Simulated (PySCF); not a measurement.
Gas-phase reaction: 2 GaH + 6 OH → 2 Ga(OH)3 + H2

Method: PySCF energies (xtb for GFN2) plus ideal-gas RRHO corrections (1 bar). † marks an energy on the PBE0/def2-TZVP geometry and frequencies; other levels use their own. 6-31G* has spherical d functions here. Open shells (unrestricted): OH (multiplicity 2, electronic degeneracy 4); the rest are closed-shell singlets. GFN2 has no spin-polarisation term. Spin-orbit splitting is ignored; it lowers the true energy and changes the entropy of OH. B3LYP is the form with VWN-RPA correlation. Ga: all electrons, no relativistic terms. GaH, Ga(OH)3: computed as isolated molecules; such fragments, hydroxides, amides, oligomers or adducts are transient or little studied in the gas. The harmonic model lacks anharmonicity and excited electronic states, which grow with temperature; levels with a mode under 35 cm⁻¹ are left out.

```json
[
 {"level": "B3LYP/6-31G*", "ΔE electronic, kJ": "-2018", "ΔH°(298 K), kJ": "-1953", "ΔS°(298 K), J/K": "-738", "ΔG°(1800 K), kJ": "-661"},
 {"level": "B3LYP/def2-TZVP†", "ΔE electronic, kJ": "-2053", "ΔH°(298 K), kJ": "-1989", "ΔS°(298 K), J/K": "-740", "ΔG°(1800 K), kJ": "-693"},
 {"level": "BLYP/def2-TZVP†", "ΔE electronic, kJ": "-2062", "ΔH°(298 K), kJ": "-1997", "ΔS°(298 K), J/K": "-740", "ΔG°(1800 K), kJ": "-702"},
 {"level": "GFN2-xTB", "ΔE electronic, kJ": "-2855", "ΔH°(298 K), kJ": "-2800", "ΔS°(298 K), J/K": "-729", "ΔG°(1800 K), kJ": "-1535"},
 {"level": "HF/6-31G*", "ΔE electronic, kJ": "-1413", "ΔH°(298 K), kJ": "-1345", "ΔS°(298 K), J/K": "-748", "ΔG°(1800 K), kJ": "-33"},
 {"level": "M06-2X/def2-TZVP†", "ΔE electronic, kJ": "-2250", "ΔH°(298 K), kJ": "-2186", "ΔS°(298 K), J/K": "-740", "ΔG°(1800 K), kJ": "-890"},
 {"level": "PBE/def2-SVP", "ΔE electronic, kJ": "-2235", "ΔH°(298 K), kJ": "-2172", "ΔS°(298 K), J/K": "-735", "ΔG°(1800 K), kJ": "-888"},
 {"level": "PBE0/def2-QZVP†", "ΔE electronic, kJ": "-2117", "ΔH°(298 K), kJ": "-2052", "ΔS°(298 K), J/K": "-740", "ΔG°(1800 K), kJ": "-757"},
 {"level": "PBE0/def2-SVP†", "ΔE electronic, kJ": "-2135", "ΔH°(298 K), kJ": "-2070", "ΔS°(298 K), J/K": "-740", "ΔG°(1800 K), kJ": "-775"},
 {"level": "r2SCAN/def2-TZVP†", "ΔE electronic, kJ": "-2165", "ΔH°(298 K), kJ": "-2100", "ΔS°(298 K), J/K": "-740", "ΔG°(1800 K), kJ": "-805"},
 {"level": "ωB97X-V/def2-TZVP†", "ΔE electronic, kJ": "-2173", "ΔH°(298 K), kJ": "-2109", "ΔS°(298 K), J/K": "-740", "ΔG°(1800 K), kJ": "-813"}
]
```
ΔH° is lowest at GFN2-xTB and highest at HF/6-31G*. No reference value is set beside these.
